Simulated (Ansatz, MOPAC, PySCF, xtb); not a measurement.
HCl (SMILES Cl) and C2H4 (SMILES C=C) are pulled apart as rigid monomers along the line of their centres of mass, from the B3LYP-D3(BJ)/def2-TZVP minimum. Starting geometry (charge 0, multiplicity 1):
```xyz
8

Cl    -0.4474     0.0166     0.2572
H     -0.3098     0.0320     1.5433
C      0.3728     0.5638     3.7907
C     -0.4859    -0.4425     3.9008
H      1.4366     0.3941     3.6761
H      0.0459     1.5963     3.8149
H     -1.5492    -0.2727     4.0195
H     -0.1585    -1.4749     3.8806
```

Interaction energies with rigid monomers; basis-set methods are counterpoise corrected unless marked otherwise.

The state that PM6 reach isn't checked.

Codes used: Ansatz (Gaussian basis) for Hartree–Fock, density functionals and correlated methods; MOPAC for PM6 (differences of heats of formation); PySCF for the dispersion terms; xtb for the GFN methods. Each number belongs to the level named beside it.

```json
[
 {"H2···C3 (Å)": "2.18", "PM6 (meV)": "-38.6", "GFN1-xTB (meV)": "-110.4", "r2SCAN-D3(BJ)/def2-TZVPPD (meV)": "-146.4", "PBE0/def2-TZVPPD (meV)": "-103.5", "wB97X-V/def2-TZVPPD (meV)": "-100.1"},
 {"H2···C3 (Å)": "2.41", "PM6 (meV)": "-74.5", "GFN1-xTB (meV)": "-109.6", "r2SCAN-D3(BJ)/def2-TZVPPD (meV)": "-163.1", "PBE0/def2-TZVPPD (meV)": "-127.7", "wB97X-V/def2-TZVPPD (meV)": "-135.0"},
 {"H2···C3 (Å)": "2.76", "PM6 (meV)": "-59.6", "GFN1-xTB (meV)": "-75.0", "r2SCAN-D3(BJ)/def2-TZVPPD (meV)": "-133.0", "PBE0/def2-TZVPPD (meV)": "-107.9", "wB97X-V/def2-TZVPPD (meV)": "(withheld)"},
 {"H2···C3 (Å)": "3.34", "PM6 (meV)": "-25.4", "GFN1-xTB (meV)": "-29.3", "r2SCAN-D3(BJ)/def2-TZVPPD (meV)": "-72.1", "PBE0/def2-TZVPPD (meV)": "-60.2", "wB97X-V/def2-TZVPPD (meV)": "-69.4"},
 {"H2···C3 (Å)": "4.29", "PM6 (meV)": "-9.9", "GFN1-xTB (meV)": "(withheld)", "r2SCAN-D3(BJ)/def2-TZVPPD (meV)": "-26.1", "PBE0/def2-TZVPPD (meV)": "-22.3", "wB97X-V/def2-TZVPPD (meV)": "-25.8"}
]
```

Task: What belongs in the gaps?

Result: 
- 4.29, GFN1-xTB (meV): -8.3
- 2.76, wB97X-V/def2-TZVPPD (meV): -120.6

Ansatz is a program for electronic structure.
